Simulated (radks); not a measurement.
The numbers below are computed, except where a source is named.
All-electron atom: Br+ in [Ar] 3d9.75 4s2 4p4.25 (fractional occupations, a model configuration).

Code: a radial shooting solver on a logarithmic mesh with Libxc functionals. Model: Dirac Kohn-Sham, LDA (Slater exchange, Perdew-Wang correlation), spin-unpolarised, spherical densities, finite nucleus; open shells fill j = l - 1/2 first; Fermi nuclear charge, rms radius 4.1629 fm.

Energy parts (hartree):
| part | energy |
|---|---|
| total | -2602.25450 |
| kinetic | 2667.56812 |
| electron-nucleus | -6271.91752 |
| Hartree | 1090.44215 |
| exchange-correlation | -88.34724 |

Orbitals (lengths in bohr, moments of r in powers of bohr):
| orbital | occ. | eigenvalue (hartree) | <r^4> | small-component weight |
|---|---|---|---|---|
| 1s1/2 | 2 | -488.9911 | 0.00001567 | 1.61e-02 |
| 2s1/2 | 2 | -64.13135 | 0.003116 | 3.17e-03 |
| 2p1/2 | 2 | -57.86192 | 0.002140 | 3.17e-03 |
| 2p3/2 | 4 | -56.11979 | 0.002314 | 3.10e-03 |
| 3s1/2 | 2 | -9.24204 | 0.1945 | 7.68e-04 |
| 3p1/2 | 2 | -7.06092 | 0.2227 | 7.19e-04 |
| 3p3/2 | 4 | -6.80785 | 0.2397 | 6.99e-04 |
| 3d3/2 | 4 | -3.00960 | 0.3836 | 5.80e-04 |
| 3d5/2 | 5.75 | -2.96910 | 0.3941 | 5.74e-04 |
| 4s1/2 | 2 | -1.14687 | 14.03 | 1.24e-04 |
| 4p1/2 | 2 | -0.67811 | 29.95 | 8.99e-05 |
| 4p3/2 | 2.25 | -0.65582 | 32.35 | 8.67e-05 |

The highest occupied level is 4p3/2 at -17.846 eV. The electron density at the nucleus is 4.416e+04 e/bohr^3.
